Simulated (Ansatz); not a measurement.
Ansatz (a quantum-chemistry and plane-wave program) input file for arsenic trifluoride (AsF₃), SMILES [As](F)(F)F, PBE-D3(BJ)/def2-SVP. 

Ansatz 0.2 input:
```yaml
crystal:
  periodic: [false, false, false]
  atoms:
    - {symbol: F, position_ang: [1.29156390, -0.74568476, -0.48815920]}
    - {symbol: As, position_ang: [0.00000000, -0.00000000, 0.39940298]}
    - {symbol: F, position_ang: [0.00000000, 1.49136953, -0.48815919]}
    - {symbol: F, position_ang: [-1.29156390, -0.74568477, -0.48815919]}
basis:
  gaussian:
    orbitals: def2-SVP
hamiltonian:
  xc: pbe
  dispersion: d3bj
relax: {f_tol: 0.002, max_steps: 200}
```

Log of the run:

```
WARN ansatz: RAYON_NUM_THREADS=1 ignored (pool sized by the plan → 1); use --threads N
Functional definition: PBE
integrals: 0.02 GiB planned
807 factors; their error is unknown
mean field: 0.15 GiB planned
mean field evaluation 1: about -68958.3857 eV, gradient 5.6e1 eV
mean field evaluation 2: about -68932.8989 eV, gradient 1.4e2 eV
mean field evaluation 4: about -68963.2819 eV, gradient 2.0e0 eV
mean field evaluation 8: about -68963.2937 eV, gradient 6.2e-2 eV
mean field evaluation 16: about -68963.2313 eV, gradient 2.5e-5 eV
mean field -68963.23133618 eV, -2534.3520066475 hartree, gradient 2.5e-5 eV, S^2 0.000000; 0 other end points of the search recorded, 0 dependent functions left out
the calculation of the forces begins
reference -68963.23135603 eV, -2534.3520073771 hartree; 30, 30 occupied and 44, 44 virtual orbitals, 807 factors
relax step   1: F+E_penalty+E_count = -68963.27985760 eV  Δ(F+E_penalty+E_count) = +0.000e0 eV  max|allowed force component| = 6.156e-1 eV/Å  Δτ_max = 0.0000 Å  (26 SCF iters, accepted)
these checks for a lower state are left out or cut short: starts, cluster_reference, orbital_swaps, neighbouring_geometries, increment
integrals: 0.02 GiB planned
807 factors; their error is unknown
mean field: 0.15 GiB planned
mean field -68963.23999539 eV, -2534.3523248676 hartree, gradient 2.8e-5 eV, S^2 0.000000; 0 other end points of the search recorded, 0 dependent functions left out
the calculation of the forces begins
reference -68963.24001518 eV, -2534.3523255950 hartree; 30, 30 occupied and 44, 44 virtual orbitals, 807 factors
relax step   2: F+E_penalty+E_count = -68963.28842251 eV  Δ(F+E_penalty+E_count) = -8.565e-3 eV  max|allowed force component| = 3.214e-1 eV/Å  Δτ_max = 0.0104 Å  (25 SCF iters, accepted)
these checks for a lower state are left out or cut short: starts, cluster_reference, orbital_swaps, neighbouring_geometries, increment
integrals: 0.02 GiB planned
807 factors; their error is unknown
mean field: 0.15 GiB planned
mean field -68963.24251262 eV, -2534.3524173741 hartree, gradient 2.8e-5 eV, S^2 0.000000; 0 other end points of the search recorded, 0 dependent functions left out
the calculation of the forces begins
reference -68963.24253235 eV, -2534.3524180991 hartree; 30, 30 occupied and 44, 44 virtual orbitals, 807 factors
relax step   3: F+E_penalty+E_count = -68963.29087699 eV  Δ(F+E_penalty+E_count) = -2.454e-3 eV  max|allowed force component| = 9.306e-3 eV/Å  Δτ_max = 0.0066 Å  (24 SCF iters, accepted)
these checks for a lower state are left out or cut short: starts, cluster_reference, orbital_swaps, neighbouring_geometries, increment
integrals: 0.02 GiB planned
807 factors; their error is unknown
mean field: 0.15 GiB planned
mean field evaluation 32: about -68963.2425 eV, gradient 3.7e-5 eV
mean field -68963.24252641 eV, -2534.3524178807 hartree, gradient 4.7e-5 eV, S^2 0.000000; 0 other end points of the search recorded, 0 dependent functions left out
the calculation of the forces begins
reference -68963.24254614 eV, -2534.3524186058 hartree; 30, 30 occupied and 44, 44 virtual orbitals, 807 factors
relax step   4: F+E_penalty+E_count = -68963.29088413 eV  Δ(F+E_penalty+E_count) = -7.140e-6 eV  max|allowed force component| = 3.620e-3 eV/Å  Δτ_max = 0.0009 Å  (19 SCF iters, accepted)
these checks for a lower state are left out or cut short: starts, cluster_reference, orbital_swaps, neighbouring_geometries, increment
integrals: 0.02 GiB planned
807 factors; their error is unknown
mean field: 0.15 GiB planned
mean field -68963.24252568 eV, -2534.3524178541 hartree, gradient 1.1e-5 eV, S^2 0.000000; 0 other end points of the search recorded, 0 dependent functions left out
the calculation of the forces begins
reference -68963.24254541 eV, -2534.3524185791 hartree; 30, 30 occupied and 44, 44 virtual orbitals, 807 factors
relax step   5: F+E_penalty+E_count = -68963.29088477 eV  Δ(F+E_penalty+E_count) = -6.373e-7 eV  max|allowed force component| = 6.652e-6 eV/Å  Δτ_max = 0.0002 Å  (18 SCF iters, accepted)
integrals: 0.02 GiB planned
807 factors; their error is unknown
mean field: 0.15 GiB planned
mean field -68963.24252568 eV, -2534.3524178541 hartree, gradient 1.1e-5 eV, S^2 0.000000; 1 other end points of the search recorded, 0 dependent functions left out
the calculation of the forces begins
reference -68963.24254541 eV, -2534.3524185791 hartree; 30, 30 occupied and 44, 44 virtual orbitals, 807 factors
Total energy: -68963.29090449 eV, -2534.3541957427 hartree
Atom 0 at     1.306679    -0.754412    -0.488489 Å, force     0.000001    -0.000001     0.000002 eV/Å
Atom 1 at     0.000000    -0.000001     0.400394 Å, force    -0.000000     0.000003    -0.000007 eV/Å
Atom 2 at    -0.000000     1.508825    -0.488490 Å, force    -0.000000     0.000000     0.000003 eV/Å
Atom 3 at    -1.306679    -0.754412    -0.488489 Å, force    -0.000001    -0.000001     0.000002 eV/Å
Dipole moment:     0.000000    -0.000005     0.484335 e Å
```

Self-consistency was reached.

Cost: around 7 core-seconds (rough).
